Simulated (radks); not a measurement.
The numbers below are computed, except where a source is named.
Question: These are the eigenvalues of the occupied orbitals of an atom or ion with whole-number occupations (eV). Level of theory: scalar-relativistic Kohn-Sham, LDA (Slater exchange, Perdew-Wang correlation), spin-unpolarised, spherical densities, finite nucleus; Fermi nuclear charge, rms radius of each element as measured or else 0.836 A^(1/3) + 0.57 fm (a radial shooting solver on a logarithmic mesh with Libxc functionals).

orbital  eigenvalue
1s        -32966.48
2s        -5111.958
2p        -4593.165
3s        -1047.681
3p        -879.5048
3d        -626.8113
4s        -200.5932
4p        -147.7626
4d         -70.6697
5s         -36.3200
5p         -24.7248

Which element is it, and in what charge state? The configuration may be excited.

Answer: Z = 53, iodine, charge +2: I2+ in [Kr] 4d10 5s2 5p3. The list shows which subshells hold electrons but not how many an open one holds; the 1s level, -1211.5 hartree, gives Z - s = 49.2 by -(Z - s)^2/2, which with screening and relativity narrows Z to a few neighbours, and the depths of the outer levels then fix element, charge and occupations together.
